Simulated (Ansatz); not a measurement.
All values below come from frozen-core CCSD(T)/def2-TZVPP // BP86-D3(BJ)/def2-SVP (Ansatz, a program for electronic structure).

Ansatz 0.2 input:
```yaml
crystal:
  periodic: [false, false, false]
  atoms:
    - { symbol: Zn, position_ang: [-0.000001, 0.0, 0.000002] }
    - { symbol: F, position_ang: [-1.626985, 0.571971, 0.207992] }
    - { symbol: F, position_ang: [1.626983, -0.571971, -0.207988] }
basis:
  gaussian: { orbitals: def2-TZVPP }
correlation:
  method: ccsd_t
```

Output:

```
Functional definition: HF
873 factors; integrals over basis functions are off by at most 9.6e-4 eV
mean field evaluation 1: about -53789.0029 eV, gradient 4.4e1 eV
mean field evaluation 2: about -53789.1793 eV, gradient 4.4e1 eV
mean field evaluation 4: about -53792.2338 eV, gradient 3.7e0 eV
mean field evaluation 8: about -53792.2674 eV, gradient 6.2e-1 eV
mean field evaluation 16: about -53789.0029 eV, gradient 4.4e1 eV
mean field -53792.26811052 eV, -1976.8293913528 hartree, gradient 2.8e-6 eV, S^2 0.000000; 0 other end points of the search recorded, 0 dependent functions left out
7 core orbitals not correlated
reference -53792.26811052 eV, -1976.8293913528 hartree; 17, 17 occupied and 102, 102 virtual orbitals, 873 factors
second order -36.30003714 eV of doubles, -0.00000000 eV of singles
cycle   1  -32.63302383 eV  change     3.7e0 eV  update   1.6e-1
cycle   2  -33.86383151 eV  change    -1.2e0 eV  update   7.1e-2
cycle   3  -34.06360577 eV  change   -2.0e-1 eV  update   2.6e-2
cycle   4  -34.02238281 eV  change    4.1e-2 eV  update   1.2e-2
cycle   5  -33.99434098 eV  change    2.8e-2 eV  update   3.9e-3
cycle   6  -33.99973314 eV  change   -5.4e-3 eV  update   1.7e-3
cycle   7  -34.00045385 eV  change   -7.2e-4 eV  update   6.4e-4
cycle   8  -33.99988417 eV  change    5.7e-4 eV  update   2.1e-4
cycle   9  -34.00008501 eV  change   -2.0e-4 eV  update   6.5e-5
cycle  10  -34.00018045 eV  change   -9.5e-5 eV  update   1.8e-5
cycle  11  -34.00012633 eV  change    5.4e-5 eV  update   7.0e-6
cycle  12  -34.00012433 eV  change    2.0e-6 eV  update   2.7e-6
perturbative correction -0.82517674 eV, -0.0303246860 hartree
Total energy: -53827.09341160 eV, -1978.1091975620 hartree
```

Cost: about 12 core-seconds (a rough figure).
